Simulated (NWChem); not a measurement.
# HTeI; SMILES [TeH]I

Program: NWChem. The geometry was optimised at PBE-D3(BJ)/def2-SVP. def2 effective core potentials on Te, I; no spin-orbit coupling. Level: PBE0/def2-SVPD; the question gives the wavelength of the field.

Estimate the computed values for field static. Quantities: isotropic polarisability (bohr³); anisotropy (bohr³).


```yaml
isotropic polarisability (bohr³): 79.6
anisotropy (bohr³): 41.3
```
